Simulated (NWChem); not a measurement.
System meant: GeSiH5F; SMILES [GeH3][SiH2]F

Here is an NWChem input.

```
start job
memory heap 200 mb stack 900 mb global 1100 mb
geometry units angstroms noautosym nocenter noautoz
  Si     0.518343    -1.197221     0.013061
  F     -0.759149    -2.084638    -0.480358
  Ge    -0.102951     1.099579     0.002346
  H      1.650543    -1.458756    -0.922936
  H      0.894192    -1.652212     1.383478
  H      1.091000     1.955899     0.468024
  H     -0.505365     1.546419    -1.414301
  H     -1.285865     1.345909     0.955475
end
basis spherical
  Si library 6-31g*
  F library 6-31g*
  Ge library 6-31g*
  H library 6-31g*
end
dft
  xc m06-l
  iterations 150
end
property
  shielding 6 1 2 3 4 6 7
end
task dft property
```

End of the output:

```
 Vector   33  Occ=0.000000D+00  E= 2.457999D-02
              MO Center=  1.2D-01,  5.8D-01,  3.2D-02, r^2= 6.2D+00
   Bfn.  Coefficient  Atom+Function         Bfn.  Coefficient  Atom+Function
  ----- ------------  ---------------      ----- ------------  ---------------
    10      1.477302  1 Si s                 48      1.219459  3 Ge py
    46     -1.021974  3 Ge s                 12      0.862364  1 Si py
    42      0.495198  3 Ge s                  6      0.393430  1 Si s
    11     -0.393090  1 Si px                44      0.301959  3 Ge py
    47     -0.279361  3 Ge px                 8      0.272790  1 Si py

 center of mass
 --------------
 x =  -0.08511615 y =   0.14907070 z =  -0.12175071

 moments of inertia (a.u.)
 ------------------
         835.817717217228          -1.738347326038         -23.006004508918
          -1.738347326038         126.697616792780         -66.012325178642
         -23.006004508918         -66.012325178642         892.448263695261

     Multipole analysis of the density
     ---------------------------------

     L   x y z        total         alpha         beta         nuclear
     -   - - -        -----         -----         ----         -------
     0   0 0 0     -0.000000    -30.000000    -30.000000     60.000000

     1   1 0 0      0.379109      1.158479      1.158479     -1.937850
     1   0 1 0      0.328623     -1.159395     -1.159395      2.647414
     1   0 0 1      0.151846      3.473231      3.473231     -6.794616

     2   2 0 0    -28.577402    -42.697299    -42.697299     56.817196
     2   1 1 0     -1.262887      3.530521      3.530521     -8.323930
     2   1 0 1     -0.258807     -5.627971     -5.627971     10.997135
     2   0 2 0    -30.691159   -213.101727   -213.101727    395.512294
     2   0 1 1     -0.655476    -14.524168    -14.524168     28.392859
     2   0 0 2    -28.391334    -28.439405    -28.439405     28.487477

          -----------------------------------------
          Chemical Shielding Tensors (GIAO, in ppm)
          -----------------------------------------

 ------------------------------------------------------------------------
  xm06: d2 not coded                    0
 ------------------------------------------------------------------------
 ------------------------------------------------------------------------
  current input line :
    26: task dft property
 ------------------------------------------------------------------------
 ------------------------------------------------------------------------
 This error has not yet been assigned to a category
 ------------------------------------------------------------------------
 For more information see the NWChem manual at https://nwchemgit.github.io

0: xm06: d2 not coded:Received an Error in Communication
```

Question: What is wrong, and how is it mended?

Answer: The program stopped with an error. Cause: this functional's second derivatives, which shieldings need, aren't coded here; the fix takes a hybrid GGA instead. This input runs:
```
start job
memory heap 200 mb stack 900 mb global 1100 mb
geometry units angstroms noautosym nocenter noautoz
  Si     0.518343    -1.197221     0.013061
  F     -0.759149    -2.084638    -0.480358
  Ge    -0.102951     1.099579     0.002346
  H      1.650543    -1.458756    -0.922936
  H      0.894192    -1.652212     1.383478
  H      1.091000     1.955899     0.468024
  H     -0.505365     1.546419    -1.414301
  H     -1.285865     1.345909     0.955475
end
basis spherical
  * library 6-31g*
end
dft
  xc pbe0
  iterations 150
end
property
  shielding 6 1 2 3 4 6 7
end
task dft property
```
It converges to -2468.59390 Ha (PBE0/6-31G* (spherical d), GIAO).
